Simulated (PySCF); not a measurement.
Si(H)(Et)2(NH2), SMILES CC[SiH](N)CC (GFN2-xTB optimised geometry):

```
19

Si    -0.918    -0.804     0.000
N     -1.409    -1.740    -1.368
C      0.985    -0.804     0.000
C      1.574    -2.208     0.022
C     -1.576     0.992     0.000
C     -1.222     1.777     1.258
H     -1.460    -1.516     1.167
H     -2.389    -1.810    -1.587
H     -0.872    -1.689    -2.219
H      1.351    -0.256     0.869
H      1.363    -0.274    -0.877
H      1.232    -2.779    -0.837
H      2.663    -2.177     0.005
H      1.262    -2.736     0.919
H     -1.200     1.535    -0.870
H     -2.663     0.970    -0.104
H     -0.143     1.869     1.361
H     -1.647     2.779     1.228
H     -1.604     1.272     2.143
```

Computed with PBE0/def2-SVP (PySCF).

### Question
What are the frontier orbital energies and the dipole moment?

### Answer
HOMO-2 -8.70 eV, HOMO-1 -7.91 eV, HOMO -6.74 eV, LUMO 1.58 eV, LUMO+1 1.84 eV; dipole moment 1.34 D.

On the same geometry PBE/def2-SVP (PySCF) gives HOMO-2 -7.25 eV, HOMO-1 -6.56 eV, HOMO -5.28 eV, LUMO 0.69 eV, LUMO+1 1.00 eV; dipole moment 1.34 D.

Meta-Löwdin charges at PBE0/def2-SVP: Si1 0.85, N2 -0.69, C3 -0.41, C4 -0.29, C5 -0.43, C6 -0.29, H7 -0.14, H8 0.21, H9 0.21, H10 0.10, H11 0.10, H12 0.10, H13 0.09, H14 0.10, H15 0.10, H16 0.10, H17 0.09, H18 0.10, H19 0.10.
